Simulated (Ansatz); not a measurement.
`O[SiH2]CBr` + `[SiH3][SnH3]` → `O[SiH2][SnH2][SiH3]` + `CBr`  (formal exchange of groups at the Si–C bond)

Calculated with Ansatz (gas phase, PBE0-D4/def2-TZVP geometries, no zero-point term in ΔE). CCSD(T)/CBS is the MP2 limit (def2-TZVPP, def2-QZVPP) plus CCSD(T) − MP2 in def2-TZVPP, frozen cores. DFT in def2-TZVPP. Elements past krypton have def2 core potentials. For Br, Sn outer-core shells are correlated without core-valence functions, which leaves a few kJ/mol of doubt a bond. Scalar relativity is left out up to krypton. One conformer a species, not always the lowest.

| species | PBE-D4 energy (Eh) |
| --- | --- |
| `O[SiH2]CBr` | -2979.42432 |
| `[SiH3][SnH3]` | -507.21392 |
| `O[SiH2][SnH2][SiH3]` | -873.01201 |
| `CBr` | -2613.63721 |

Question: Work out ΔE.

Answer: ΔE = (-873.01201) + (-2613.63721) − (-2979.42432) − (-507.21392) = -0.01098 Eh = -28.8 kJ/mol. CCSD(T)/CBS gives -20.7 kJ/mol.

Largest T1 diagnostic among the species: 0.013.
